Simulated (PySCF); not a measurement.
## `C#Cc1ncn([Si](C)(C)C)n1`: 4 charge schemes on one density

Species: C₇H₁₁N₃Si.
Cartesian coordinates in Å at the GFN2-xTB level; atoms count from 1:
```xyz
22
C7H11N3Si angstrom
C      4.9971   -0.2569   -0.0582
C      3.8180   -0.4730   -0.0077
C      2.4393   -0.7497    0.0711
N      1.9447   -1.9929    0.3373
C      0.6557   -1.8043    0.3298
N      0.3448   -0.5160    0.0745
Si    -1.1910    0.3706   -0.0680
C     -1.0127    1.8776    1.0727
C     -1.3650    0.8320   -1.9036
C     -2.5316   -0.8512    0.5062
N      1.4970    0.1570   -0.0933
H      6.0267   -0.0633   -0.1074
H     -0.0835   -2.5590    0.4991
H     -0.1416    2.4629    0.7936
H     -0.8879    1.5807    2.1106
H     -1.8831    2.5232    1.0165
H     -0.4849    1.3663   -2.2501
H     -1.4803   -0.0505   -2.5275
H     -2.2282    1.4681   -2.0711
H     -2.6231   -1.6950   -0.1719
H     -2.3210   -1.2436    1.4971
H     -3.4999   -0.3636    0.5488
```

Density: PBE0/pcSseg-1 (PySCF); schemes: Mulliken, IAO, Hirshfeld and ESP-fitted. Geometry: GFN2-xTB; no solvent, vibrations or thermal averaging.

Problem. Tabulate the Mulliken, IAO, Hirshfeld and ESP-fitted charges.

Solution. In e; atoms taken as equivalent share a row and are averaged (×n: the atom named and its like, n in all):

```
     atom                          environment  Mulliken     IAO  Hirshfeld  ESP-fitted
       C1               terminal alkyne carbon    -0.296  -0.207     -0.090      -0.185
       C2                        alkyne carbon    +0.479  -0.020     -0.046      -0.428
       C3          substituted aromatic carbon    +0.071  +0.171     +0.078      +1.075
       N4               pyridine-type nitrogen    -0.413  -0.334     -0.205      -0.688
       C5  aromatic CH next to a ring nitrogen    +0.292  +0.044     +0.050      +0.185
       N6                pyrrole-type nitrogen    -0.540  -0.244     -0.055      -0.114
      Si7              four-coordinate silicon    +1.084  +1.186     +0.463      +0.966
C8/C9/C10                     Si-methyl carbon    -0.631  -0.729     -0.214      -0.708
      N11               pyridine-type nitrogen    -0.248  -0.251     -0.131      -0.615
      H12                      alkyne hydrogen    +0.053  +0.206     +0.097      +0.258
      H13                    aromatic hydrogen    +0.092  +0.171     +0.070      +0.147
 H14 (×9)                      methyl hydrogen    +0.147  +0.163     +0.046      +0.169
```

Mean size of the charges over all atoms: ESP-fitted 0.378 e, Mulliken 0.308 e, IAO 0.295 e, Hirshfeld 0.106 e. Each set sums to the total charge, 0, to within 0.001 e. The ESP scheme fits charges at the nuclei, held to the total charge, to the electrostatic potential on points at 1.4 to 2.0 times the van der Waals radii.

Some averages cover members that differ in this geometry: C8/C9/C10, ESP-fitted -0.776 to -0.662; H14 (×9), ESP-fitted +0.149 to +0.199; C8/C9/C10, Mulliken -0.654 to -0.618 e.

Lowest charge. All schemes agree: Mulliken C8/C9/C10 (-0.631); IAO C8/C9/C10 (-0.729); Hirshfeld C8/C9/C10 (-0.214); ESP-fitted C8/C9/C10 (-0.708).

Highest charge. The schemes don't all agree: Mulliken Si7 (+1.084); IAO Si7 (+1.186); Hirshfeld Si7 (+0.463); ESP-fitted C3 (+1.075).

Problem. How closely do the schemes follow one another over all atoms?

Solution. Correlation coefficient and root-mean-square difference: IAO with Hirshfeld 0.97, 0.266 e; Mulliken with IAO 0.93, 0.150 e; Mulliken with Hirshfeld 0.90, 0.276 e; Hirshfeld with ESP-fitted 0.89, 0.357 e; IAO with ESP-fitted 0.86, 0.247 e; Mulliken with ESP-fitted 0.74, 0.326 e.

Problem. Sum the charges by element, for elements with more than one atom.

Solution. 
| element | atoms | Mulliken | IAO | Hirshfeld | ESP-fitted |
| --- | --- | --- | --- | --- | --- |
| C | 7 | -1.347 | -2.199 | -0.650 | -1.478 |
| N | 3 | -1.202 | -0.828 | -0.391 | -1.417 |
| H | 11 | +1.465 | +1.841 | +0.578 | +1.929 |

Problem. How many electrons does the IAO scheme count on C3?

Solution. Z − q = 6 − (+0.171) = 5.829.
